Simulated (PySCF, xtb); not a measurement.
Cl2H2S2Zr, SMILES [Zr]([SH])([Cl])([Cl])[SH], multiplicity 1.

GFN2-xTB (xtb) at its own geometry gives an orbital gap of 1.60 eV and a dipole moment of 0.73 D.

Geometry optimised at r2SCAN-D4/def2-SVP. The multiplicity is an assumed one; other spin states were not compared. The def2 effective core potentials stand for the cores of Zr; spin–orbit coupling is left out. One conformer was computed; it need not be the lowest.

**Question.** What does PBE/def2-TZVP (PySCF) give? (Estimate from the structure and the level; the computed values follow.)

**Answer.** gap 3.50 eV (levels -6.91 and -3.42 eV), dipole 0.70 D.
